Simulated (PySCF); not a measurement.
# Working out the ionisation energy of Mo⁺

Mo⁺ [Kr] 4d5 (6S) → Mo²⁺ [Kr] 4d4 (5D). All numbers are calculated (PySCF 2.14, scalar relativity through the core potential, in cc-pVTZ-PP with ECP28MDF). Frozen: 4s2 4p6. Energies in hartree (1 hartree = 27.21139 eV):

```tsv
part	Mo⁺ (lower)	Mo²⁺ (upper)
UHF	-67.115599	-66.561337
MP2 opposite-spin	0.000000	0.000000
MP2 same-spin	-0.058826	-0.034718
```

Task: What does Hartree-Fock give?

Result: (-66.561337) − (-67.115599) = 0.554262 hartree = 15.082 eV.

Task: What do MP2 and SCS-MP2 (6/5 opposite-spin, 1/3 same-spin) give?

Result: The opposite-spin parts differ by 0.000 eV and the same-spin parts by 0.656 eV. MP2: 15.082 + (0.000) + (0.656) = 15.738 eV. SCS-MP2: 15.082 + 1.2 × (0.000) + (0.656)/3 = 15.301 eV.

Reference: 16.16 ± 0.12 eV (semi-empirical (NIST evaluation); NIST Atomic Spectra Database, ionization energies), between the lowest levels; spin-orbit coupling is absent from the calculation.

What remains against the reference includes basis incompleteness, the frozen core and correlation beyond second order.
